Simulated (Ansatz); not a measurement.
Species: CH5GeO3, charge -1, multiplicity 1. It need not be the lowest isomer of its formula. Whether it binds its extra electron was not tested at this geometry. 
Structure (B3LYP-D3(BJ)/def2-TZVP (Ansatz, an electronic-structure program) minimum search):
SMILES: [CH2-][Ge]([OH])([OH])[OH]
```xyz
10

C      1.9460     0.0573    -0.3482
Ge     0.1273    -0.0387    -0.0091
O     -0.7696    -1.0936    -1.1933
O     -0.6252     1.6431    -0.0626
O     -0.8307    -0.5288     1.5063
H      2.4860     0.5630     0.4552
H      2.3863    -0.9142    -0.5762
H     -1.5629    -1.3719    -0.7231
H     -0.0119     2.1640    -0.5924
H     -1.2433     0.2863     1.8128
```
Charge -1, spin multiplicity 1.

Parts of the frozen-core correlation energy in 6-31G (Ansatz, hartree). Frozen orbitals: 18; correlated occupied orbitals by spin: 16 and 16; virtual: 41 and 41. No spin-orbit coupling. No relativistic terms.

```csv
term,value
reference (HF),-2340.32793
MP2 opposite-spin,-0.39694
MP2 same-spin,[?]
CCSD correlation,[?]
(T),[?]
T1 diagnostic,0.015
largest doubles amplitude,0.042
```

Problem. Some entries are withheld; supply them.

Solution. 
- MP2 same-spin, value: -0.13213
- CCSD correlation, value: -0.54915
- (T), value: -0.01131
